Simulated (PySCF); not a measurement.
## Pm²⁺ (promethium, charge +2): UHF calculation

Configuration: [Xe] 4f5, one real determinant. Calculation: PySCF 2.14, in x2c-TZVPPall with one added diffuse shell each of s, p, d, f type (12s8p8d5f2g, 129 functions); scalar relativity by spin-free X2C-1e.

```
Total energy                                                  : -10015.574124 hartree
One-electron energy                                           : -13659.8063 hartree
Hartree (Coulomb) energy                                      : 3872.4584 hartree
Exchange energy                                               : -228.2262 hartree
⟨S²⟩                                                          : 8.7561
⟨L²⟩                                                          : 24.028
Sum of ⟨r⟩                                                    : 35.03 bohr
Sum of ⟨r²⟩                                                   : 40.99 bohr²
Traceless quadrupole moment −½Σ⟨3z² − r²⟩ along its main axis : 0.251 e·bohr²
Langevin diamagnetic susceptibility                           : -32.5 ×10⁻⁶ cm³/mol
```

| shell | electrons | mean orbital energy (hartree) | spread (hartree) | rms radius, mean of both spins (bohr) |
| --- | --- | --- | --- | --- |
| 1s α | 1 | -1669.02462 | 0 | 0.0264 |
| 1s β | 1 | -1669.02379 | 0 | 0.0264 |
| 2s α | 1 | -275.94692 | 0 | 0.107 |
| 2s β | 1 | -275.94549 | 0 | 0.107 |
| 2p α | 3 | -246.55334 | 0.00675 | 0.0959 |
| 2p β | 3 | -246.55215 | 0.00707 | 0.0959 |
| 3s α | 1 | -62.33320 | 0 | 0.277 |
| 3s β | 1 | -62.24128 | 0 | 0.277 |
| 3p α | 3 | -52.87694 | 0.02309 | 0.277 |
| 3p β | 3 | -52.77288 | 0.04255 | 0.277 |
| 3d α | 5 | -39.73915 | 0.02001 | 0.256 |
| 3d β | 5 | -39.62770 | 0.03978 | 0.256 |
| 4s α | 1 | -13.65888 | 0 | 0.630 |
| 4s β | 1 | -13.39000 | 0 | 0.630 |
| 4p α | 3 | -10.46673 | 0.01680 | 0.669 |
| 4p β | 3 | -10.16499 | 0.07633 | 0.669 |
| 4d α | 5 | -5.83019 | 0.07957 | 0.745 |
| 4d β | 5 | -5.43140 | 0.08492 | 0.745 |
| 5s α | 1 | -2.43083 | 0 | 1.56 |
| 5s β | 1 | -2.31180 | 0 | 1.56 |
| 5p α | 3 | -1.55567 | 0.01359 | 1.81 |
| 5p β | 3 | -1.46247 | 0.03602 | 1.81 |
| 4f α | 5 | -0.93550 | 0.07606 | 1.10 |

⟨L²⟩ = 24.03 against 30 for a pure H term, so this real determinant mixes terms. Spin-orbit coupling, absent here, splits the open shell strongly.

Densities and radii are taken from the X2C orbitals without a picture-change correction, which distorts them close to the nucleus.

Spin-orbit constants ζ (cm⁻¹) from the X2C one-electron operator on these orbitals: bare nucleus, nucleus screened by l(l+1)(2l+1)/3 electrons, and screened by the Breit-Pauli mean field of the electrons.

```
shell     bare  screened nucleus  mean field
   2p  2923000           2827000         n/a
   3p   593900            574400         n/a
   3d    92400             77250         n/a
   4p   127200            123000         n/a
   4d    16290             13620         n/a
   4f     2067              1118         n/a
   5p    16810             16260         n/a
```

To first order the Landé constant is A = 223.7 cm⁻¹, so the lowest level has J = 5/2 and lies 0.416 eV below the centre of the term. This holds in LS coupling only.
